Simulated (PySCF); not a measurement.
A mixed set of molecules.

All values: wB97X-D/def2-SVPD (PySCF) at GFN2-xTB geometries, gas phase, one conformer each. Core orbitals are frozen in the response; Δα² is half the sum of the squared differences of the principal polarisabilities.

Question: Rank by HOMO–LUMO gap, highest first.
A. `N[SiH2][SiH2]/C(=C\F)[SiH3]`
B. `C#CSCC`
C. `C1CCCCC1=C`
D. `C=CC(=C)C(C)C`
E. `CC=C1CCCC1`
F. `C=C=C(C)CCC`

Answer: F (11.09 eV), C (10.96 eV), E (10.71 eV), A (10.27 eV), B (9.93 eV), D (9.45 eV).

Question: Rank by dipole moment, lowest first.
A. `[CH:1]#[C:2][S:3][CH2:4][CH3:5]` with C2–S3–C4–C5 67°
B. `[NH2:1][SiH2:2][SiH2:3]/[C:4]([SiH3:5])=[CH:6]\[F:7]` with H–N1–Si2–Si3 -178° and 43°, N1–Si2–Si3–C4 33°, Si2–Si3–C4–Si5 103°
C. `[CH2:1]=[C:2]=[C:3]([CH3:4])[CH2:5][CH2:6][CH3:7]` with C2–C3–C5–C6 0°, C3–C5–C6–C7 179°
D. `[CH2:1]=[C:2]1[CH2:3][CH2:4][CH2:5][CH2:6][CH2:7]1` with C1–C2–C3–C4 122°, C2–C3–C4–C5 56°, C3–C4–C5–C6 -58°, C4–C5–C6–C7 58°
E. `[CH2:1]=[CH:2][C:3](=[CH2:4])[CH:5]([CH3:6])[CH3:7]` with C1–C2–C3–C4 178°, C2–C3–C5–C6 -155°

Answer: E (0.30 D), C (0.50 D), D (0.68 D), B (0.95 D), A (1.88 D).

All values together:

```tsv
SMILES	formula	μ (D)	HOMO (eV)	LUMO (eV)	α (Å³)	Δα (Å³)	electrons	α per electron (Å³)
C=C1CCCCC1	C7H12	0.68	-8.85	2.10	11.97	3.66	54	0.222
CC=C1CCCC1	C7H12	0.28	-8.33	2.39	12.08	5.01	54	0.224
C#CSCC	C4H6S	1.88	-8.36	1.57	10.02	4.59	46	0.218
N[SiH2][SiH2]/C([SiH3])=C\F	C2H10FNSi3	0.95	-9.25	1.02	16.91	3.50	80	0.211
C=C=C(C)CCC	C7H12	0.50	-8.74	2.35	13.01	5.94	54	0.241
C=CC(=C)C(C)C	C7H12	0.30	-8.47	0.97	12.89	5.39	54	0.239
```

Conformers: `[CH2:1]=[C:2]1[CH2:3][CH2:4][CH2:5][CH2:6][CH2:7]1` with C1–C2–C3–C4 122°, C2–C3–C4–C5 56°, C3–C4–C5–C6 -58°, C4–C5–C6–C7 58°; `[CH3:1][CH:2]=[C:3]1[CH2:4][CH2:5][CH2:6][CH2:7]1` with C2–C3–C4–C5 164°, C3–C4–C5–C6 33°, C4–C5–C6–C7 -40°, C5–C6–C7–C3 30°; `[CH:1]#[C:2][S:3][CH2:4][CH3:5]` with C2–S3–C4–C5 67°; `[NH2:1][SiH2:2][SiH2:3]/[C:4]([SiH3:5])=[CH:6]\[F:7]` with H–N1–Si2–Si3 -178° and 43°, N1–Si2–Si3–C4 33°, Si2–Si3–C4–Si5 103°; `[CH2:1]=[C:2]=[C:3]([CH3:4])[CH2:5][CH2:6][CH3:7]` with C2–C3–C5–C6 0°, C3–C5–C6–C7 179°; `[CH2:1]=[CH:2][C:3](=[CH2:4])[CH:5]([CH3:6])[CH3:7]` with C1–C2–C3–C4 178°, C2–C3–C5–C6 -155°.

Question: How closely does the mean polarisability follow the number of electrons in this set?

Answer: The correlation coefficient is 0.97; α per electron runs from 0.211 to 0.241 Å³.
